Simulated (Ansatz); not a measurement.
Relative stability

The two ends of one reaction step of GaH2Br, closed shell (PBE0-D4/def2-TZVP).

A:

Ga1  (-0.155, 0.052, 0.176)
Br2  (1.328, -0.443, -1.503)
H3  (0.364, 1.049, 1.252)
H4  (-1.537, -0.658, 0.075)
(Å)

B:

Ga1  (-1.088, -0.291, 0.301)
Br2  (2.542, 0.682, -0.703)
H3  (1.181, 0.317, -0.326)
H4  (-2.635, -0.707, 0.727)
(Å)

Computed with Ansatz 0.2.0 (basis: def2-TZVPP); correlated methods freeze the cores. Filled d shells of the heavier atoms are correlated. The def2 sets are not built for correlating such inner shells, so the correlated values are less sure here. B3LYP uses VWN-RPA correlation.

Question: Which structure is lower at CCSD(T), and by how much? (An estimate is asked for; the value comes from the calculation.)

Answer: Computed: A, by 48.39 kcal/mol (electronic energy, against the other). By their contacts, A is GaH₂Br ([GaH2][Br]) and B is a complex of GaH + HBr.

All methods give the same order:

```json
{"method": "SPW92", "E(B) − E(A) (kcal/mol)": "47.04"}
{"method": "PBE-D4", "E(B) − E(A) (kcal/mol)": "42.54"}
{"method": "BLYP-D4", "E(B) − E(A) (kcal/mol)": "38.12"}
{"method": "r2SCAN-D4", "E(B) − E(A) (kcal/mol)": "49.86"}
{"method": "B97M-V", "E(B) − E(A) (kcal/mol)": "47.79"}
{"method": "PBE0-D4", "E(B) − E(A) (kcal/mol)": "46.57"}
{"method": "B3LYP-D4", "E(B) − E(A) (kcal/mol)": "41.99"}
{"method": "r2SCAN0-D4", "E(B) − E(A) (kcal/mol)": "50.99"}
{"method": "BHLYP-D4", "E(B) − E(A) (kcal/mol)": "46.80"}
{"method": "CAM-B3LYP-D4", "E(B) − E(A) (kcal/mol)": "45.67"}
{"method": "wB97X-V", "E(B) − E(A) (kcal/mol)": "49.51"}
{"method": "wB97M-V", "E(B) − E(A) (kcal/mol)": "46.30"}
{"method": "B2PLYP", "E(B) − E(A) (kcal/mol)": "45.92"}
{"method": "PBE-QIDH", "E(B) − E(A) (kcal/mol)": "51.75"}
{"method": "RPA on PBE", "E(B) − E(A) (kcal/mol)": "45.52"}
{"method": "HF", "E(B) − E(A) (kcal/mol)": "50.27"}
{"method": "MP2", "E(B) − E(A) (kcal/mol)": "51.71"}
{"method": "CCSD", "E(B) − E(A) (kcal/mol)": "48.37"}
{"method": "CCSD(T)", "E(B) − E(A) (kcal/mol)": "48.39"}
```

The T1 diagnostic stays at or below 0.011.

Labels in which every atom is bracketed show which atoms are joined, not bond orders.

For scale, one of the runs: CCSD(T)/def2-TZVPP, 124 basis functions, launched by `ansatz run in.yaml --threads 2 --pin off --events-out ev --progress --plain --max-ram 4352MiB`. Hardware: 2 CPU threads of an Arm Neoverse V2, shared host. Wall time about 11 s.
